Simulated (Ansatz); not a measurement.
Method: PBE-D3(BJ)/def2-SVP (Ansatz, a quantum-chemistry and plane-wave program). No frequencies were computed at this level.

Ansatz 0.2 input:
```yaml
crystal:
  periodic: [false, false, false]
  atoms:
    - { symbol: C, position_ang: [3.028894, -0.147431, -0.166238] }
    - { symbol: N, position_ang: [1.637819, -0.491051, -0.168616] }
    - { symbol: C, position_ang: [1.10635, -1.734673, -0.382417] }
    - { symbol: C, position_ang: [-0.265208, -1.707069, -0.314635] }
    - { symbol: C, position_ang: [-0.595905, -0.365202, -0.042743] }
    - { symbol: C, position_ang: [0.595904, 0.365203, 0.042742] }
    - { symbol: C, position_ang: [0.265208, 1.707069, 0.314634] }
    - { symbol: C, position_ang: [-1.10635, 1.734673, 0.382417] }
    - { symbol: N, position_ang: [-1.637819, 0.491052, 0.168616] }
    - { symbol: C, position_ang: [-3.028894, 0.147431, 0.166238] }
    - { symbol: H, position_ang: [3.62363, -1.038132, -0.363813] }
    - { symbol: H, position_ang: [3.322359, 0.266027, 0.802931] }
    - { symbol: H, position_ang: [3.243094, 0.598952, -0.936555] }
    - { symbol: H, position_ang: [1.751122, -2.571747, -0.572008] }
    - { symbol: H, position_ang: [-0.924487, -2.542508, -0.444489] }
    - { symbol: H, position_ang: [0.924487, 2.542509, 0.444489] }
    - { symbol: H, position_ang: [-1.751122, 2.571748, 0.572007] }
    - { symbol: H, position_ang: [-3.62363, 1.038132, 0.363812] }
    - { symbol: H, position_ang: [-3.322359, -0.266027, -0.80293] }
    - { symbol: H, position_ang: [-3.243093, -0.598951, 0.936556] }
basis:
  gaussian: { orbitals: def2-svp }
hamiltonian:
  xc: pbe
  dispersion: d3bj
relax:
  max_steps: 150
```

Output:

```
Functional definition: PBE
2188 factors; their error is unknown
mean field evaluation 1: about -11399.3500 eV, gradient 7.7e1 eV
mean field evaluation 2: about -11386.5922 eV, gradient 1.0e2 eV
mean field evaluation 4: about -11415.4354 eV, gradient 9.5e0 eV
mean field evaluation 8: about -11415.6371 eV, gradient 2.7e-1 eV
mean field evaluation 16: about -11415.5243 eV, gradient 2.9e-4 eV
mean field -11415.52431921 eV, -419.5127810106 hartree, gradient 1.3e-5 eV, S^2 0.000000; 0 other end points of the search recorded, 0 dependent functions left out
reference -11415.52436059 eV, -419.5127825315 hartree; 36, 36 occupied and 154, 154 virtual orbitals, 2188 factors
relax step   1: F+E_penalty+E_count = -11416.06830394 eV  Δ(F+E_penalty+E_count) = +0.000e0 eV  max|allowed force component| = 7.154e-1 eV/Å  Δτ_max = 0.0000 Å  (33 SCF iters, accepted)
these checks for a lower state are left out or cut short: starts, cluster_reference, orbital_swaps, neighbouring_geometries, increment
2188 factors; their error is unknown
mean field -11415.67864470 eV, -419.5184523679 hartree, gradient 1.7e-5 eV, S^2 0.000000; 0 other end points of the search recorded, 0 dependent functions left out
reference -11415.67868652 eV, -419.5184539046 hartree; 36, 36 occupied and 154, 154 virtual orbitals, 2188 factors
relax step   2: F+E_penalty+E_count = -11416.22331973 eV  Δ(F+E_penalty+E_count) = -1.550e-1 eV  max|allowed force component| = 2.641e-1 eV/Å  Δτ_max = 0.0401 Å  (32 SCF iters, accepted)
these checks for a lower state are left out or cut short: starts, cluster_reference, orbital_swaps, neighbouring_geometries, increment
2188 factors; their error is unknown
mean field evaluation 32: about -11415.6935 eV, gradient 4.2e-1 eV
mean field -11415.69385994 eV, -419.5190115177 hartree, gradient 2.0e-5 eV, S^2 0.000000; 0 other end points of the search recorded, 0 dependent functions left out
reference -11415.69390194 eV, -419.5190130610 hartree; 36, 36 occupied and 154, 154 virtual orbitals, 2188 factors
relax step   3: F+E_penalty+E_count = -11416.23881842 eV  Δ(F+E_penalty+E_count) = -1.550e-2 eV  max|allowed force component| = 4.169e-2 eV/Å  Δτ_max = 0.0162 Å  (32 SCF iters, accepted)
these checks for a lower state are left out or cut short: starts, cluster_reference, orbital_swaps, neighbouring_geometries, increment
2188 factors; their error is unknown
mean field -11415.69409094 eV, -419.5190200067 hartree, gradient 1.7e-5 eV, S^2 0.000000; 0 other end points of the search recorded, 0 dependent functions left out
reference -11415.69413295 eV, -419.5190215506 hartree; 36, 36 occupied and 154, 154 virtual orbitals, 2188 factors
relax step   4: F+E_penalty+E_count = -11416.23885302 eV  Δ(F+E_penalty+E_count) = -3.460e-5 eV  max|allowed force component| = 3.658e-2 eV/Å  Δτ_max = 0.0055 Å  (33 SCF iters, accepted)
these checks for a lower state are left out or cut short: starts, cluster_reference, orbital_swaps, neighbouring_geometries, increment
2188 factors; their error is unknown
mean field -11415.69406901 eV, -419.5190192008 hartree, gradient 9.9e-6 eV, S^2 0.000000; 0 other end points of the search recorded, 0 dependent functions left out
reference -11415.69411101 eV, -419.5190207441 hartree; 36, 36 occupied and 154, 154 virtual orbitals, 2188 factors
relax step   5: F+E_penalty+E_count = -11416.23900363 eV  Δ(F+E_penalty+E_count) = -1.506e-4 eV  max|allowed force component| = 5.429e-3 eV/Å  Δτ_max = 0.0020 Å  (27 SCF iters, accepted)
2188 factors; their error is unknown
mean field evaluation 64: about -11415.6938 eV, gradient 3.9e-1 eV
mean field -11415.69406901 eV, -419.5190192008 hartree, gradient 1.0e-5 eV, S^2 0.000000; 1 other end points of the search recorded, 0 dependent functions left out
reference -11415.69411101 eV, -419.5190207441 hartree; 36, 36 occupied and 154, 154 virtual orbitals, 2188 factors
Total energy: -11416.23904562 eV, -419.5390467219 hartree
Atom 0 at     3.049092    -0.146831    -0.167044 Å, force     0.000507    -0.001994    -0.000405 eV/Å
Atom 1 at     1.649468    -0.499303    -0.170726 Å, force     0.000195     0.000933     0.000170 eV/Å
Atom 2 at     1.118055    -1.767463    -0.389226 Å, force     0.000973     0.001680     0.000277 eV/Å
Atom 3 at    -0.276819    -1.735063    -0.319464 Å, force    -0.005429     0.002572     0.000740 eV/Å
Atom 4 at    -0.597841    -0.371503    -0.043861 Å, force    -0.004237    -0.003733    -0.000521 eV/Å
Atom 5 at     0.597840     0.371504     0.043860 Å, force     0.004237     0.003733     0.000521 eV/Å
Atom 6 at     0.276819     1.735063     0.319463 Å, force     0.005429    -0.002572    -0.000740 eV/Å
Atom 7 at    -1.118055     1.767463     0.389226 Å, force    -0.000973    -0.001680    -0.000277 eV/Å
Atom 8 at    -1.649468     0.499304     0.170726 Å, force    -0.000195    -0.000933    -0.000170 eV/Å
Atom 9 at    -3.049092     0.146831     0.167043 Å, force    -0.000507     0.001994     0.000405 eV/Å
Atom 10 at     3.657001    -1.048881    -0.367391 Å, force    -0.001696     0.003337     0.000716 eV/Å
Atom 11 at     3.357657     0.270868     0.815508 Å, force    -0.000050     0.000052    -0.000168 eV/Å
Atom 12 at     3.277228     0.608679    -0.949509 Å, force    -0.000034    -0.000014     0.000179 eV/Å
Atom 13 at     1.787031    -2.614172    -0.581764 Å, force     0.001272    -0.002326    -0.000503 eV/Å
Atom 14 at    -0.944071    -2.592711    -0.453205 Å, force     0.000380     0.000526     0.000083 eV/Å
Atom 15 at     0.944071     2.592712     0.453205 Å, force    -0.000380    -0.000526    -0.000083 eV/Å
Atom 16 at    -1.787031     2.614173     0.581764 Å, force    -0.001272     0.002326     0.000503 eV/Å
Atom 17 at    -3.657001     1.048881     0.367390 Å, force     0.001696    -0.003337    -0.000716 eV/Å
Atom 18 at    -3.357657    -0.270867    -0.815508 Å, force     0.000050    -0.000052     0.000168 eV/Å
Atom 19 at    -3.277228    -0.608678     0.949509 Å, force     0.000034     0.000014    -0.000179 eV/Å
Dipole moment:    -0.000000     0.000000     0.000000 e Å
```

Cost: roughly 80 core-seconds.
